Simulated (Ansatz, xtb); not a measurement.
CH4FNSi: 5 structures ranked

5 gas-phase structures of CH4FNSi, found in a search over its isomers (lower ones may exist). Each was relaxed with GFN2-xTB:

A. `C/N=[SiH]\F`, a singlet
B. `C/N=[SiH]/F`, a singlet
C. `C=N[SiH2]F`, a singlet
D. `[H]/N=[Si](\C)F`, a singlet
E. `CN[Si]F`, a singlet

Problem. Which do you expect lowest at r2SCAN-D4/def2-SVP, and how would the others follow?

Solution. Calculated order at r2SCAN-D4/def2-SVP: E (0.0), C (26.2), D (34.6), A (102.2), B (123.0) kJ/mol.

Energies above the lowest of each column, in kJ/mol; the last columns are at PBE0-D3(BJ)/pcseg-1 geometries and were run for some of them only (a dash: not run or not comparable):

```csv
structure,GFN2-xTB,HF/STO-3G,r2SCAN-D4/def2-SVP,PBE0-D3(BJ)/pcseg-1,CCSD(T)/def2-TZVP
E,49.6,0.0,0.0,0.0,0.0
C,18.8,85.7,26.2,27.5,9.8
D,28.6,195.0,34.6,39.7,20.5
A,12.9,262.5,102.2,–,–
B,0.0,262.2,123.0,–,–
```

CCSD(T)/def2-TZVP puts E lowest of those it was run on; GFN2-xTB picks B. Flexible structures stand in one conformer each, not always the lowest. Frequencies (PBE0-D3(BJ)/pcseg-1) were run for C, D, E alone.

Over these structures GFN2-xTB departs from r2SCAN-D4/def2-SVP by 56.8 kJ/mol on average once a common shift is removed. A GFN2-xTB relaxation took about 0.16 s and the r2SCAN-D4/def2-SVP energy about 2 s on a shared host (Ansatz 0.2.0, xtb 6.7.1).
